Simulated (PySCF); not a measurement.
**Correlation energy of Mg (magnesium, neutral)**

[Ne] 3d2, high-spin 3F determinant (an excited configuration). All numbers are calculated (PySCF 2.14, no relativity, point nucleus, in aug-cc-pVTZ with one added diffuse shell each of s, p, d, f type (7s6p4d3f, 66 functions)). Frozen: [Ne]; 2 electrons correlated.

With two correlated electrons CCSD is exact within the correlated space (frozen core and kept virtual orbitals).

```tsv
level	correlation energy (mhartree)
CCSD	-4.55
```

Diagnostics: T1 = 0.0038, D1 = 0.0054, largest double amplitude 0.089.

Question: Is a single reference adequate?

Answer: Mostly. T1 lies below 0.03, but a double amplitude of this size points to a near-degeneracy that CCSD handles and MP2 describes poorly.
